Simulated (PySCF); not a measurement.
## Removing the step error of a finite difference

System: H₂F₃NSi, singlet, at a GFN2-xTB geometry, atoms displaced at random by about 0.03 Å a coordinate. Level: PBE/STO-3G, gradient run with PySCF. Sums are taken with unrounded values, so a last digit can differ.

Central differences of the energy along y of atom 6 gave a gradient component of 0.048433 Eh/bohr at step 0.05 and 0.058404 Eh/bohr at step 0.2 (atomic units).

Question: Extrapolate to zero step.

Answer: The leading error of a symmetric difference goes as h², so A(h) = A0 + c h². Then c = (0.058404 - (0.048433))/(0.2² - 0.05²) = 0.266 (atomic units) and A0 = 0.048433 - c × 0.05² = 0.047768 Eh/bohr. The analytic value from the same program and level (with grid response) is 0.047776 Eh/bohr: the smaller step missed it by 0.000656, the extrapolation by -0.000008.
